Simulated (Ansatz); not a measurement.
`[CH3][Ga]([F])[I]` + H₂Se → `[CH3][Ga]([F])[SeH]` + HI  (ligand exchange at a Ga–I bond)

Calculated with Ansatz (gas phase, PBE0-D4/def2-TZVP geometries, no zero-point term in ΔE). CCSD(T)/CBS adds triple-zeta CCSD(T) − MP2 to the extrapolated MP2 energy (def2 sets, frozen cores). Functionals use def2-TZVPP. def2 core potentials past Kr. For Ga, I, Se outer-core shells are correlated without core-valence functions, which leaves a few kJ/mol of doubt a bond. Scalar relativity is left out up to krypton. One conformer a species, not always the lowest.

`[CH3][Ga]([F])[I]`:

Cartesian coordinates in Å:
```
C -0.863 -0.540 0.010
Ga 0.810 0.448 0.114
F 1.814 0.335 1.547
I 1.774 1.932 -1.616
H -1.680 0.147 -0.213
H -0.801 -1.272 -0.796
H -1.054 -1.050 0.954
```

H₂Se:

```xyz
3

Se   -0.265   -0.322   -0.543
H     0.959    0.451   -0.303
H    -0.694   -0.129    0.846
```

`[CH3][Ga]([F])[SeH]`:

```xyz
8

C    -0.196   -1.373   -0.442
Ga    0.077    0.509   -0.021
F     0.232    1.648   -1.357
Se    0.233    1.552    2.041
H    -0.143   -1.991    0.453
H    -1.176   -1.500   -0.906
H     0.563   -1.699   -1.155
H     0.411    2.854    1.386
```

HI:

Z-matrix (Å, degrees):
```
I
H 1 1.610
```

```json
{"level": "PBE-D4", "ΔE (kcal/mol)": "5.7", "difference from CCSD(T)/CBS": "-0.6"}
{"level": "revPBE-D4", "ΔE (kcal/mol)": "5.6", "difference from CCSD(T)/CBS": "-0.7"}
{"level": "r2SCAN-D4", "ΔE (kcal/mol)": "6.1", "difference from CCSD(T)/CBS": "-0.2"}
{"level": "B2PLYP", "ΔE (kcal/mol)": "6.3", "difference from CCSD(T)/CBS": "0.0"}
{"level": "PBE-QIDH", "ΔE (kcal/mol)": "6.6", "difference from CCSD(T)/CBS": "0.3"}
{"level": "r2SCANh", "ΔE (kcal/mol)": "6.3", "difference from CCSD(T)/CBS": "0.0"}
{"level": "BHLYP", "ΔE (kcal/mol)": "6.8", "difference from CCSD(T)/CBS": "0.5"}
{"level": "CAM-B3LYP", "ΔE (kcal/mol)": "6.1", "difference from CCSD(T)/CBS": "-0.2"}
{"level": "LC-ωPBE", "ΔE (kcal/mol)": "6.0", "difference from CCSD(T)/CBS": "-0.3"}
{"level": "MP2/def2-SVP", "ΔE (kcal/mol)": "7.0", "difference from CCSD(T)/CBS": "0.7"}
{"level": "CCSD/def2-SVP", "ΔE (kcal/mol)": "6.9", "difference from CCSD(T)/CBS": "0.6"}
{"level": "MP2/def2-TZVPP", "ΔE (kcal/mol)": "6.5", "difference from CCSD(T)/CBS": "0.2"}
{"level": "SCS-MP2/def2-TZVPP", "ΔE (kcal/mol)": "6.5", "difference from CCSD(T)/CBS": "0.2"}
{"level": "CCSD(T)/def2-TZVPP", "ΔE (kcal/mol)": "5.7", "difference from CCSD(T)/CBS": "-0.6"}
{"level": "MP2/def2-QZVPP", "ΔE (kcal/mol)": "6.9", "difference from CCSD(T)/CBS": "0.6"}
{"level": "MP2/CBS(def2)", "ΔE (kcal/mol)": "7.1", "difference from CCSD(T)/CBS": "0.8"}
{"level": "CCSD(T)/CBS", "ΔE (kcal/mol)": "6.3", "difference from CCSD(T)/CBS": "0"}
```

Largest T1 diagnostic among the species: 0.012.

In def2-TZVPP, CCSD(T) changes the Hartree–Fock value by −2.5 kcal/mol (the triples alone add −0.2 kcal/mol) and MP2 by −1.7 kcal/mol. From BLYP to BHLYP (50 % exact exchange), in def2-TZVPP and without D4, ΔE moves by +1.0 kcal/mol. Leaving LDA and LC-ωPBE aside and taking each functional with its dispersion term where it has one, the values, not all of them listed here, spread over 1.4 kcal/mol, from revPBE-D4 to BHLYP-D4. LDA lies −0.8 kcal/mol from PBE without D4.
